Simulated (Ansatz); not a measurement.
`[SiH3][SiH2][BH][GeH3]` + NH₃ → `[NH2][GeH3]` + `B[SiH2][SiH3]`  (cleavage of the Ge–B bond)

Calculated with Ansatz (gas phase, PBE0-D4/def2-TZVP geometries, no zero-point term in ΔE). CBS: MP2 limit from def2 TZ/QZ plus the TZ coupled-cluster correction, frozen cores. This one scheme is used for every species. Functionals use def2-TZVPP. For Ge outer-core shells are correlated without core-valence functions, which leaves a few kJ/mol of doubt a bond. Scalar relativity is left out up to krypton. Each species was taken in one conformer, which may not be the lowest.

```
             level  ΔE (kJ/mol)
         r2SCAN-D4         12.8
           PBE0-D4         16.1
SCS-MP2/def2-TZVPP         -2.6
     HF/def2-QZVPP        -19.0
    MP2/def2-QZVPP          5.5
      HF/CBS(def2)        -19.2
     MP2/CBS(def2)          7.4
    CCSD/CBS(def2)          7.9
```

Question: What does CCSD(T)/CBS give? (Best estimate.)

Answer: Ansatz gave: +10.9 kJ/mol. The listed levels differ from it by 1.9, 5.2, -13.5, -29.9, -5.4, -30.1, -3.5, -3.0 kJ/mol.

Largest T1 diagnostic among the species: 0.014.

The D4 term adds +7.1 kJ/mol with B3LYP and +4.3 kJ/mol with PBE0; it sums over pairs of atoms, weighted by their polarisabilities, and B3LYP, whose exchange is more repulsive, gets the larger term. From PBE to PBE0 (25 % exact exchange), in def2-TZVPP and without D4, ΔE moves by −4.3 kJ/mol. In def2-TZVPP, CCSD(T) changes the Hartree–Fock value by +25.2 kJ/mol (the triples alone add +3.0 kJ/mol) and MP2 by +21.7 kJ/mol.

B3LYP here is the variant with VWN-RPA as its local correlation; programs differ in this.
